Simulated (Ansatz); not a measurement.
Ideal-gas functions of `[C]#[C][GeH2][NH2]` radical at 400 K and 1 bar, from an Ansatz frequency run at PBE0-D4/def2-TZVP.

Molar mass 114.67 g/mol, point group Cs (symmetry number 1), electronic degeneracy 2, moments of inertia 41.419, 162.047, 194.147 u Å². Harmonic wavenumbers (cm⁻¹, unscaled): 111, 142, 204, 253, 486, 498, 570, 690, 702, 798, 856, 941, 1585, 2136, 2190, 2193, 3561, 3654.

Use S(trans) = R[1.5 ln M + 2.5 ln T − 1.1517]; rotational temperatures θ = 24.2544 K / I; S(rot) = R[ln(√π/σ · √(T³/θAθBθC)) + 1.5]; for each mode x = 1.438777 ν̃/T, S = R[x/(eˣ − 1) − ln(1 − e⁻ˣ)] and H = RT x/(eˣ − 1); 1 cm⁻¹ = 0.0119627 kJ/mol; R = 8.31446 J/(mol·K).

By hand: the entropy, in J/(mol·K).

Translation 174.1. Rotation: θ = 0.5856, 0.1497, 0.1249 K, giving 110.7. Vibration, mode by mode: 16.00, 13.99, 11.07, 9.38, 4.65, 4.50, 3.66, 2.61, 2.52, 1.92, 1.63, 1.27, 0.19, 0.03, 0.03, 0.03, 0.00, 0.00, in all 73.5. Electronic 5.8. Sum 364.1 J/(mol·K).

By hand: H − E and G − E in kJ/mol, counted from the electronic energy.

Zero-point energy ½ × 21570 × 0.0119627 = 129.0; thermal vibration 16.0; translation, rotation and pV give 4 RT = 13.3. H − E = 158.3 kJ/mol, and G − E = 158.3 − 400 × 364.1/1000 = 12.7 kJ/mol.

Vibration gives 20 % of the entropy, 30.0 J/(mol·K) of it from the modes under 150 cm⁻¹: soft modes count most, and the harmonic formula is weakest for them. The sum counts one conformer and one mirror image; others add a mixing term.
